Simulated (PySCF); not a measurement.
HO3S, SMILES O=[S](=O)O, multiplicity 2.

The structure is a stationary point at PBE-D3(BJ)/def2-SVP. The isomer is the one that the SMILES or the coordinates give; other isomers of the formula were not compared. Other conformers were not sampled.

Level of theory: PBE-D3(BJ)/def2-SVP (PySCF 2.14.0).

Frequencies are harmonic and unscaled.

Computed normal modes with their intensities:
```
mode  ν (cm⁻¹)  IR (km/mol)  moving atoms (share of kinetic energy)
----  --------  -----------  --------------------------------------
1          252         80.2                          H 69 %, O 27 %
2          378         30.8                          O 73 %, H 19 %
3          380         17.3                  O 76 %, H 14 %, S 10 %
4          477         28.6                          O 55 %, S 45 %
5          684        125.4                          O 61 %, S 38 %
6         1026         38.6                          O 75 %, S 22 %
7         1041         94.0                          H 79 %, O 20 %
8         1220         99.6                          O 49 %, S 44 %
9         3623        105.3                                  H 94 %
```
